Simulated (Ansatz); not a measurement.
A nudged elastic band was laid between two geometries of ClH3Sn + H2O (8 atoms, charge 0, multiplicity 1).

The calculation used RKS PBE/def2-SVPD (Ansatz 0.2.0).

```yaml
movable_images: 9
climbing_image: yes
spring: 5.0 eV/Å²
optimiser: quadratic models (default)
start_path: through a guess of the saddle point
force_threshold: 0.05 eV/Å
iteration_limit: 60
end_points: relaxed
```

Image 0:

```xyz
8
Properties=species:S:1:pos:R:3
Sn 0.352 0.042 -0.169
Cl 0.202 -0.110 2.244
H 2.056 0.111 -0.427
H -0.448 1.496 -0.598
H -0.340 -1.406 -0.775
O -2.706 0.017 0.890
H -3.319 -0.733 0.958
H -2.141 -0.047 1.688
```

Image 10:

```xyz
8
Properties=species:S:1:pos:R:3
Sn -0.288 0.019 -0.636
Cl -0.690 0.111 3.495
H 1.167 -0.229 0.237
H -0.465 1.599 -1.284
H -0.685 -1.244 -1.739
O -1.786 -0.060 0.788
H -2.341 -0.856 0.704
H -1.256 0.030 2.246
```

(1) What changes between the two ends?

(2) What energy profile does the band end with?

(3) What is the geometry of the highest image?

Answers

(1) Bonds broken: Sn1–Cl2, O6–H8. Bonds formed: Sn1–O6, Cl2–H8. ClH3Sn + H2O becomes ClH + H4OSn.

(2) The forces met the threshold. The highest image is number 7 of 0 to 10, 0.72 eV above the first end and 0.06 eV above the last; the last end lies 0.66 eV above the first. A structure lower than the last end lies on the path between it and the top, so the climb from that side starts below the end, which may itself be a saddle point or a shallow side well. A vibrational analysis at the climbing image gives one clearly imaginary mode, 140i cm⁻¹: a first-order saddle point. The orbitals stay closed-shell, which can raise the energy where a bond breaks towards radicals; this wasn't checked here.

```
image  path coordinate (Å)  energy (eV)  Sn1–Cl2 (Å)  O6–H8 (Å)  Sn1–O6 (Å)
    0                 0.00         0.00         2.42       0.98        3.24
    1                 0.67         0.02         2.42       0.98        3.53
    2                 1.34         0.03         2.42       0.98        3.73
    3                 2.01         0.06         2.42       0.98        3.74
    4                 2.68         0.17         2.44       0.98        3.30
    5                 3.34         0.39         2.50       0.99        2.74
    6                 4.01         0.57         2.71       1.02        2.34
    7                 4.67         0.72         3.17       1.19        2.15
    8                 5.44         0.65         3.83       1.52        2.07
    9                 6.20         0.65         4.09       1.55        2.07
   10                 6.96         0.66         4.15       1.55        2.07
```

(3) 
```xyz
8
Properties=species:S:1:pos:R:3
Sn -0.266 0.005 -0.393
Cl -0.383 0.899 2.644
H 1.100 -0.794 0.258
H -0.270 1.700 -0.584
H -0.890 -0.826 -1.779
O -1.980 -0.388 0.848
H -2.171 -1.331 1.014
H -1.486 0.107 1.805
```

Run time: 4.9 min on 4 threads of Arm Neoverse V1, with other jobs on the host, peak memory 0.18 GiB.
